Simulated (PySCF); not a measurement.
# C9H10O: full NMR table

```
Formula                               : C9H10O
SMILES                                : COc1cccc2c1CC2
InChI                                 : InChI=1S/C9H10O/c1-10-9-4-2-3-7-5-6-8(7)9/h2-4H,5-6H2,1H3
Point group of the computed structure : Cs
Degrees of unsaturation               : 5
Carbon signals                        : 9
Proton signals                        : 6
```

Atom-mapped SMILES (the numbers label the heavy atoms): `[CH3:1][O:2][c:3]1[cH:4][cH:5][cH:6][c:7]2[c:8]1[CH2:9][CH2:10]2`. Hydrogens are named by the atom that carries them.

Theoretical values (PySCF 2.14): σ from GIAO-PBE0/pcSseg-1, geometry from GFN2-xTB. A single conformation, non-relativistic Hamiltonian, one averaged value for each set of equivalent atoms, in vacuum.

Shifts are taken against calculated references (same method and geometry level): TMS for 1H (σ = 31.72 ppm), 13C (σ = 186.93 ppm); 17O (σ = 336.08 ppm) vs H2O.

```tsv
carbon	δC, type	δH (multiplicity)	HMBC from (2–3 bonds)	span of the C tensor (ppm)
C1	55.4, CH3	3.94 (s)	–	76
C3	160.3, C	–	H(C5), H(C4), H(C1), H(C9)	156
C4	111.2, CH	6.64 (d)	H(C5), H(C6)	195
C5	134.0, CH	7.47 (m)	H(C6), H(C4)	231
C6	120.0, CH	6.97 (d)	H(C5), H(C4), H(C10)	205
C7	153.2, C	–	H(C5), H(C6), H(C9), H(C10)	229
C8	136.2, C	–	H(C6), H(C4), H(C9), H(C10)	191
C9	28.9, CH2	3.24 (m)	H(C10)	18
C10	29.9, CH2	3.16 (m)	H(C6), H(C9)	16
```

Other nuclei:
```tsv
atoms	nucleus	environment	δ (ppm)	σ (ppm)
O2	17O	ether oxygen	97.3	238.8
```

- Carbon types of the structure: 3 × C, 3 × CH, 2 × CH2, 1 × CH3, which accounts for all hydrogens.
- δC 160.3: aromatic carbon bearing oxygen; an ipso carbon deshielded by its heteroatom.
- δC 153.2, 136.2: substituted aromatic carbon.
- δC 134.0, 120.0, 111.2: aromatic CH.
- δC 29.9, 28.9: sp3 CH2 on an aromatic ring; aliphatic region, no heteroatom directly attached.
- δH 3.94: hydrogen on a methyl carbon bonded to O; its carbon carries O, which withdraws density.

Shifts are as computed. Against solution values, carbons near 30 ppm lie about +3 ppm off and those near 130 ppm about +5 ppm. Of 1211 compounds with measured shifts, 218 miss one by over three times the rms of a fit or turn the order of signals round; such compounds aren't used in these exercises. Experimental scales use liquid or dissolved standards, which lie at an offset from isolated H2O (liquid H2O: subtract about 36 ppm). No couplings were computed; multiplicities are counted from neighbouring protons, with m where these are inequivalent, close in shift, in a saturated or five-membered ring or joined by F or P, and br s for small geminal =CH2 splittings.
